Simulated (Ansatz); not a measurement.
CH3Cl3Si (SMILES C[Si](Cl)(Cl)Cl), singlet, geometry from GFN2-xTB.

The Ansatz (a quantum-chemistry and plane-wave program) input:
Ansatz 0.2 input:
```yaml
crystal:
  periodic: [false, false, false]
  atoms:
    - {symbol: C, position_ang: [-2.08539302, -0.43002418, 0.05735758]}
    - {symbol: Si, position_ang: [-0.22565362, -0.04653152, 0.00620648]}
    - {symbol: Cl, position_ang: [0.68040569, -1.19502435, -1.39062803]}
    - {symbol: Cl, position_ang: [0.06775652, 1.90072752, -0.45554951]}
    - {symbol: Cl, position_ang: [0.60976201, -0.42568869, 1.80882858]}
    - {symbol: H, position_ang: [-2.26630565, -1.46926637, 0.31744164]}
    - {symbol: H, position_ang: [-2.59468576, 0.18660249, 0.79274175]}
    - {symbol: H, position_ang: [-2.55221147, -0.24599592, -0.90628735]}
basis:
  gaussian:
    orbitals: 6-31G
hamiltonian:
  xc: {name: B2GP-PLYP}
```

### Question
Give the total energy at the level B2GP-PLYP/6-31G (Ansatz).

### Answer
-1708.9770 Eh

### Question
Predict the MP2 correlation energy from B2GP-PLYP/6-31G.

### Answer
-0.3051 Eh

### Question
What is the computed number of basis functions (B2GP-PLYP/6-31G)?

### Answer
67
